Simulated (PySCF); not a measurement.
Molecule: SMILES [CH2]COC(C)=O (C4H7O2), doublet. Atoms near the plane z = 0.0 Å, at the CAM-B3LYP/def2-SVP optimised geometry (x, y, z in Å): C5 (0.1, 0.3, 0.0), H11 (-0.2, 1.3, 0.0), H12 (1.2, 0.3, 0.0), H13 (-0.3, -0.2, 0.9).

Level of theory: unrestricted CAM-B3LYP/def2-TZVP in PySCF 2.14.0. Cells within 0.4 Å of a nucleus heavier than hydrogen are left out (blank, or x). The values are rescaled to run from 0 to 1.

```
|6666666666666666666666666666666|
|6666666666666666666666666666666|
|6666666666666666666666666666666|
|6666666666666666666666666666666|
|6666666666666666666666666666666|
|6666666666666666666666666666666|
|6666666666666666666666666666666|
|6666666666666677766666666666666|
|6666666666666777777666666666666|
|6666666666666788877766666666666|
|6666666666666788887777666666666|
|6666666665556678988877766666666|
|6666666655555568999887766666666|
|66666666555443xxx99998766666666|
|66666666655432xxxx8898766666666|
|666666666654310xx56777766666666|
|6666666666654211245666666666666|
|6666666677665433345666666666666|
|6666667777776544455566666666666|
|6666667788887665555566666666666|
|6666667789988766555566666666666|
|6666677889998776666666666666666|
|6666667788988776666666666666666|
|6666667788887776666666666666666|
|6666666777777766666666666666666|
|6666666677777666666666666666666|
|6666666666666666666666666666666|
|6666666666666666666666666666666|
|6666666666666666666666666666666|
|6666666666666666666666666666666|
|6666666666666666666666666666666|
```
Scale: ten equal steps from 0.000 (start of '0') to 1.00 (end of '9'), in the order '0123456789'; x runs from -3.50 to 3.50, y from -3.50 (bottom) to 3.50 (top).

Problem. Which quantity is mapped?
A) Laplacian of the electron density
B) spin density
C) an orbital amplitude
D) electrostatic potential

Solution. C, an orbital amplitude. In full: HOMO−1 amplitude (α) (bohr^(-3/2)).
